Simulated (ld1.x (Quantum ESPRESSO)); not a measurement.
## Configuration tests for indium (In) (RRKJ)

ld1.x (Quantum ESPRESSO) 7.5 input, shortened:

```
&input
   title='In', zed=49., rel=1, dft='PZ', iswitch=3,
   config='[Kr] 4d10 5s2 5p1'
 /
 &inputp
   pseudotype=2, tm=.false., rho0=0.005, lloc=-1, rcloc=1.80,
   nlcc=.false.
 /
2
5S  1  0   2.00   0.00  2.05  2.05  0.0
5P  2  1   1.00   0.00  2.85  2.85  0.0
 &test
   configts(1)='5s2 5p1'
 /
```

Energies are relative to the spin-unpolarised reference configuration 5s2 5p1; without spin polarisation the order of configurations can differ from experiment. Spin-polarised rows fill each open shell by Hund’s rule, majority spin first. The frozen-core shift is the all-electron ΔE with the core orbitals held at their reference shape minus the fully relaxed ΔE.

Question: Give the all-electron excitation energy and the error of the potential for: 5s2 5p0; 5s1 5p0; 5s2 5p0.5; 5s2 5p1.3; 5s1 5p2; 5s0 5p3; 5s1 5p1; 5s2 5p1 (spin-polarised); 5s1 5p0 (spin-polarised).

Answer:

```json
{"valence configuration": "5s2 5p0", "charge": "+1", "ΔE all-electron (eV)": "5.595", "error AE − PS (meV)": "+14", "frozen-core shift (meV)": "+17"}
{"valence configuration": "5s1 5p0", "charge": "+2", "ΔE all-electron (eV)": "25.255", "error AE − PS (meV)": "+154", "frozen-core shift (meV)": "+242"}
{"valence configuration": "5s2 5p0.5", "charge": "+0.5", "ΔE all-electron (eV)": "2.046", "error AE − PS (meV)": "+2.2", "frozen-core shift (meV)": "+2.8"}
{"valence configuration": "5s2 5p1.3", "charge": "-0.3", "ΔE all-electron (eV)": "-0.582", "error AE − PS (meV)": "+0.7", "frozen-core shift (meV)": "+0.1"}
{"valence configuration": "5s1 5p2", "charge": "0", "ΔE all-electron (eV)": "5.938", "error AE − PS (meV)": "+18", "frozen-core shift (meV)": "+20"}
{"valence configuration": "5s0 5p3", "charge": "0", "ΔE all-electron (eV)": "12.162", "error AE − PS (meV)": "+93", "frozen-core shift (meV)": "+77"}
{"valence configuration": "5s1 5p1", "charge": "+1", "ΔE all-electron (eV)": "12.290", "error AE − PS (meV)": "+32", "frozen-core shift (meV)": "+68"}
{"valence configuration": "5s2 5p1 (spin-polarised)", "charge": "0", "ΔE all-electron (eV)": "-0.117", "error AE − PS (meV)": "+19", "frozen-core shift (meV)": "+1.3"}
{"valence configuration": "5s1 5p0 (spin-polarised)", "charge": "+2", "ΔE all-electron (eV)": "25.031", "error AE − PS (meV)": "+465", "frozen-core shift (meV)": "+256"}
```

Levels in the configuration 5s2 5p1.3:

| level | all-electron (eV) | pseudo (eV) |
| --- | --- | --- |
| 5s | -6.777 | -6.778 |
| 5p | -1.212 | -1.215 |

Note: ghost state, extra bound levels that the all-electron valence spectrum of the same l lacks: s at -25.0 eV. A true bound ghost makes a file unfit for plane-wave use.
